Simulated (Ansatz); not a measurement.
Consider the formal exchange of groups at the Si–C bond: `[AlH2][SiH2]C[SiH3]` + `BOB` → `BOB[SiH2][AlH2]` + `C[SiH3]`.

Computed with Ansatz on PBE0-D4/def2-TZVP structures; ΔE is electronic, products minus reactants. CCSD(T)/CBS is the MP2 limit (def2-TZVPP, def2-QZVPP) plus CCSD(T) − MP2 in def2-TZVPP, frozen cores. This one scheme is used for every species. DFT in def2-TZVPP. B3LYP here is the variant with VWN-RPA as its local correlation; programs differ in this. Each species was taken in one conformer, which may not be the lowest.

`[AlH2][SiH2]C[SiH3]`:

Z-matrix (Å, degrees):
```
Si
C 1 1.909
Al 1 2.466 2 98.7
H 1 1.492 2 110.0 3 123.7
H 1 1.492 2 107.5 3 -120.2
Si 2 1.853 1 104.2 3 37.4
H 2 1.092 1 114.0 3 160.6
H 2 1.095 1 108.7 3 -78.5
H 3 1.589 1 123.3 2 -115.1
H 3 1.593 1 116.3 2 72.0
H 6 1.486 2 117.4 1 -164.7
H 6 1.531 2 107.2 1 -48.7
H 6 1.483 2 112.6 1 65.8
```

`BOB`:

Z-matrix (Å, degrees):
```
B
O 1 1.366
H 1 1.196 2 117.4
H 1 1.199 2 119.7 3 180.0
B 2 1.365 1 124.6 3 179.9
H 5 1.199 2 119.7 1 -0.1
H 5 1.196 2 117.4 1 180.0
```

`BOB[SiH2][AlH2]`:

```xyz
12

B    -2.569   -0.676   -0.855
O    -1.635    0.185   -0.454
B    -0.690    0.998    0.019
Si    0.782    0.290    1.211
Al    2.681   -0.305   -0.228
H    -3.563   -0.789   -0.197
H    -2.376   -1.297   -1.860
H    -0.721    2.144   -0.344
H     1.196    1.347    2.179
H     0.319   -0.906    1.976
H     2.813   -1.776   -0.814
H     3.764    0.785   -0.632
```

`C[SiH3]`:

Cartesian coordinates in Å:
```
C 0.904 -0.347 0.193
Si -0.809 0.311 -0.172
H 1.537 -0.294 -0.696
H 0.858 -1.389 0.516
H 1.381 0.233 0.985
H -0.744 1.730 -0.615
H -1.669 0.240 1.040
H -1.458 -0.483 -1.251
```

```csv
level,ΔE (kJ/mol)
PBE-D4,-1.9
r2SCAN-D4,5.6
PBE0-D4,9.5
B3LYP-D4,4.0
PBE,-8.6
SCS-MP2/def2-TZVPP,23.7
HF/def2-QZVPP,10.8
HF/CBS(def2),10.8
```

What does CCSD(T)/CBS give? (Best estimate.)

The calculation gave: +18.7 kJ/mol. The listed levels differ from it by -20.6, -13.1, -9.2, -14.7, -27.3, 5.0, -7.9, -7.9 kJ/mol.

Largest T1 diagnostic among the species: 0.017.

In def2-TZVPP, CCSD(T) changes the Hartree–Fock value by +7.7 kJ/mol (the triples alone add +1.0 kJ/mol) and MP2 by +16.7 kJ/mol. The D4 term adds +11.1 kJ/mol with B3LYP and +5.6 kJ/mol with PBE0; it sums over pairs of atoms, weighted by their polarisabilities, and B3LYP, whose exchange is more repulsive, gets the larger term.
